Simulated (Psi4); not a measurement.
Torsional profile of SMILES c1c(cc(cc1)C(O)=O)C. Scanned: dihedral C5–C6–C7–O8; all other coordinates were relaxed at GFN2-xTB. Points at φ and −φ are mirror images. Heavy atoms are numbered in the order of the SMILES Cc1cccc(C(=O)O)c1, hydrogens after them in the order of the atoms that carry them; the mirror image has the same energies with the sign of each dihedral reversed.

- PBE/def2-SVP // GFN2-xTB (Psi4)
- PBE-D3(BJ)/def2-SVP // GFN2-xTB (Psi4)

Energies relative to the lowest point of each profile, in kcal/mol:

| φ / ° | PBE/def2-SVP |
|---|---|
| -135 | 3.3 |
| -120 | 5.4 |
| -90 | 8.1 |
| -60 | 5.7 |
| -45 | 3.6 |
| -15 | 0.5 |
| 0 | 0.1 |
| 15 | 0.5 |
| 30 | 1.8 |
| 60 | 5.7 |
| 105 | 7.3 |
| 120 | 5.4 |

**Question.** Predict the corresponding PBE-D3(BJ)/def2-SVP column.

**Answer.** -135: 3.3; -120: 5.4; -90: 8.2; -60: 5.7; -45: 3.6; -15: 0.5; 0: 0.1; 15: 0.5; 30: 1.8; 60: 5.7; 105: 7.3; 120: 5.4 (kcal/mol).
